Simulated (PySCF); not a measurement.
A calculated (TPSS, PySCF 2.14, aug-cc-pVDZ-X2C, scalar relativity by spin-free X2C-1e) atom or ion has these occupied shells.

| shell | electrons | orbital energy (eV) | rms radius, mean of both spins (bohr) |
| --- | --- | --- | --- |
| 1s α | 1 | -15945.1 | 0.0450 |
| 1s β | 1 | -15945.1 | 0.0450 |
| 2s α | 1 | -2166.2 | 0.187 |
| 2s β | 1 | -2166.2 | 0.187 |
| 2p α | 3 | -1924.0 | 0.166 |
| 2p β | 3 | -1924.0 | 0.166 |
| 3s α | 1 | -342.09 | 0.526 |
| 3s β | 1 | -342.07 | 0.526 |
| 3p α | 3 | -263.64 | 0.537 |
| 3p β | 3 | -263.62 | 0.537 |
| 3d α | 5 | -134.50 | 0.548 |
| 3d β | 5 | -134.48 | 0.548 |
| 4s α | 1 | -48.008 | 1.45 |
| 4s β | 1 | -47.925 | 1.45 |
| 4p α | 3 | -29.669 | 1.67 |
| 4p β | 3 | -29.553 | 1.67 |
| 5s α | 1 | -8.587 | 4.22 |

Q: Name the element and its charge.

A: Sr⁺ (strontium, charge +1), in [Kr] 5s1, 2S determinant.
